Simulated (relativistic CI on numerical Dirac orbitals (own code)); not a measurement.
# Line list: Electric-dipole lines, Co23+

Method of calculation: Dirac-Coulomb-Breit CI, orbitals from a KLI potential per configuration, model QED, unscaled Slater integrals (own radial code, finite nucleus).

Configurations in the expansion (outside the closed core 1s2): 2s2, 2s 2p, 2p2, 2p 3s, 2p 3p, 2s 3s, 2s 3p, 2s 3d, 2s 4s, 2s 4p, 2s 4d, 2s 4f, 2s 5s, 2s 5p, 3s2, 2s 5d, 2s 5f, 2s 5g, 3s 3p, 3p2. Levels of other configurations are missing.

```csv
λ vac (Å),Lower,Upper,A (s⁻¹),gf,Branching (%)
7.9321,2s 2p 3P°_2 [4],2s 4d 3D_3 [43],8.00e+12,5.28e-01,77.2
10.051,2s 2p 3P°_2 [4],2p 3p 3P_2 [31],5.74e+12,4.35e-01,64.9
10.067,2s 2p 3P°_2 [4],2p 3p 3D_3 [30],5.29e+12,5.63e-01,99.8
10.077,2s 2p 3P°_1 [3],2p 3p 3D_2 [25],5.05e+12,3.84e-01,88.1
10.111,2s2 1S_0 [1],2s 3p 1P°_1 [15],9.23e+12,4.25e-01,95.4
10.289,2s 2p 1P°_1 [5],2p 3p 1D_2 [33],8.33e+12,6.61e-01,81.3
10.398,2s 2p 3P°_0 [2],2s 3d 3D_1 [17],1.57e+13,7.61e-01,55.9
10.431,2s 2p 3P°_1 [3],2s 3d 3D_2 [18],2.05e+13,1.67e+00,75.1
10.437,2s 2p 3P°_1 [3],2s 3d 3D_1 [17],1.13e+13,5.55e-01,40.5
10.542,2s 2p 3P°_2 [4],2s 3d 3D_3 [19],2.64e+13,3.08e+00,100.0
10.552,2s 2p 3P°_2 [4],2s 3d 3D_2 [18],6.63e+12,5.53e-01,24.3
10.809,2s 2p 1P°_1 [5],2s 3d 1D_2 [20],1.97e+13,1.72e+00,99.0
21.878,2s 3d 3D_3 [19],2s 5f 3F°_4 [61],1.59e+12,1.03e+00,64.6
29.401,2s 3s 3S_1 [11],2s 4p 3P°_2 [39],9.28e+11,6.01e-01,85.4
30.673,2s 3p 3P°_1 [14],2s 4d 3D_2 [42],1.35e+12,9.54e-01,12.9
30.788,2s 3p 1P°_1 [15],2s 4d 1D_2 [44],1.56e+12,1.11e+00,15.0
31.036,2s 3p 3P°_2 [16],2s 4d 3D_3 [43],2.35e+12,2.38e+00,22.7
31.657,2s 3d 3D_1 [17],2s 4f 3F°_2 [45],3.91e+12,2.93e+00,82.5
31.704,2s 3d 3D_2 [18],2s 4f 3F°_3 [46],4.04e+12,4.27e+00,85.6
31.777,2s 3d 3D_3 [19],2s 4f 3F°_4 [47],4.68e+12,6.38e+00,99.2
32.427,2s 3d 1D_2 [20],2s 4f 1F°_3 [48],4.38e+12,4.83e+00,95.2
67.551,2s 4p 3P°_2 [39],2s 5d 3D_3 [57],4.81e+11,2.30e+00,9.1
68.792,2s 4d 3D_1 [41],2s 5f 3F°_2 [59],7.21e+11,2.56e+00,29.1
68.855,2s 4d 3D_2 [42],2s 5f 3F°_3 [60],7.57e+11,3.77e+00,30.6
68.978,2s 4d 3D_3 [43],2s 5f 3F°_4 [61],8.57e+11,5.50e+00,34.7
69.901,2s 4d 1D_2 [44],2s 5f 1F°_3 [64],8.51e+11,4.36e+00,35.1
70.002,2s 4f 3F°_2 [45],2s 5g 3G_3 [63],1.30e+12,6.70e+00,91.7
70.033,2s 4f 3F°_3 [46],2s 5g 3G_4 [62],1.14e+12,7.56e+00,80.5
70.082,2s 4f 3F°_4 [47],2s 5g 3G_5 [65],1.42e+12,1.15e+01,99.8
70.270,2s 4f 1F°_3 [48],2s 5g 1G_4 [66],1.19e+12,7.92e+00,84.0
```

Terms are leading LS components. Brackets give the number of a level in order of energy, since labels repeat. The list gives strong lines, with weight on those to low levels, without lines whose two gauges differ by over a factor of 2.5, among the lowest 66 of 76 levels, so that lines to higher ones, which can be the strongest, are missing. Levels whose partners in the same complex of configurations lie outside the list can be far off, and so can their lines. Rates are taken at the computed energies, electric ones in the length gauge.

At this charge energies of transitions that change n are usually good to better than 1 %, and those within a shell (Δn = 0) to a few per cent.

Question: From the table, what is the radiative lifetime of 2s 4d 3D_3?

Answer: The listed rates from this level add up to about 1.04e+13 s⁻¹, 100 % of its decay; with all channels τ = 9.65e-14 s.

LS names give the leading component of a level, which can be under half, so a name can repeat, a term be missing and a line seem to break the LS rules.
